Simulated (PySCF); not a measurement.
**Spinor energies of Pd²⁺ (palladium, charge +2)**

Start: [Kr] 4d8; 4d3/2 filled at m_j = -3/2, -1/2, +1/2, +3/2; 4d5/2 filled at m_j = -1/2, +1/2, +3/2, +5/2. Calculated with PySCF 2.14 in x2c-TZVPPall-2c (8s9p7d2f1g, 93 functions): generalised Hartree-Fock with the X2C-1e Hamiltonian and a Gaussian nucleus; one run each with spin-orbit coupling (SO) switched off, then screened by Boettger's factors.

```
spinor shell  electrons  ε, spin-free (eV)  ε, screened SO (eV)  weight of nominal j (screened SO)  rms radius, screened SO (bohr)
       1s1/2          2           -24501.2             -24499.4                              1.000                          0.0365
       2s1/2          2            -3683.2              -3682.6                              1.000                           0.150
       2p1/2          2            -3297.9              -3408.2                              1.000                           0.130
       2p3/2          4            -3297.9              -3246.7                              1.000                           0.135
       3s1/2          2            -721.14              -720.95                              1.000                           0.403
       3p1/2          2            -591.30              -611.21                              1.000                           0.399
       3p3/2          4            -591.30              -581.95                              1.000                           0.410
       3d3/2          4            -385.43              -388.99                              0.997                           0.387
       3d5/2          6            -385.43              -382.84                              0.998                           0.390
       4s1/2          2            -130.40              -130.34                              1.000                            1.01
       4p1/2          2            -90.697              -95.297                              0.948                            1.09
       4d3/2          4            -34.413              -34.866                              0.703                            1.47
       4d5/2          4            -34.413              -33.976                              0.739                            1.49
```

Where does 4p3/2 lie, and what is the 4p spin-orbit splitting (screened SO)?

At -88.453 eV, 6.844 eV above 4p1/2.

```
   quantity    spin-free  screened SO
E (hartree)  -5041.44503  -5042.31116
        M_J            4            4
       ⟨J²⟩       20.010       20.010
       ⟨L²⟩       12.008       12.068
       ⟨S²⟩        2.002        2.002
```

Each row is a mean over spinors that exchange with the open shell spreads, by up to 7.975 eV (4p3/2).

Rows whose weight is well below 1 are mixtures of j = l ± 1/2: exchange outweighs spin-orbit coupling there, and the label is only the starting occupation.

Breit and QED terms are absent; they matter most for the inner s and p1/2 levels.

Densities and radii are taken from the X2C orbitals without a picture-change correction, which distorts them close to the nucleus.

Without spin-orbit coupling the j labels of p, d and f shells carry no meaning; the spin-free column gives the mean over the occupied spinors of each nl shell.
